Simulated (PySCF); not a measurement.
naphthalene (C10H8), SMILES c12ccccc2cccc1.

Geometry: r2SCAN-D4/def2-SVP.

Level of theory: CAM-B3LYP/def2-SVP (PySCF).

Symmetry labels are those of the subgroup D2h that the program uses (full group D2h).

Problem. List the valence orbital energies around the gap with their symmetry. (An estimate is asked for; the answer gives what the named calculation found.)

Solution. 
```csv
orbital,symmetry,energy (eV)
HOMO−7,B3u,-12.64
HOMO−6,B2u,-11.84
HOMO−5,B3g,-10.99
HOMO−4,B1g,-10.77
HOMO−3,Ag,-10.74
HOMO−2,B2g,-9.49
HOMO−1,B3u,-8.14
HOMO,Au,-7.34
LUMO,B1g,-0.07
LUMO+1,B2g,0.76
LUMO+2,B3u,2.03
LUMO+3,Ag,2.89
```
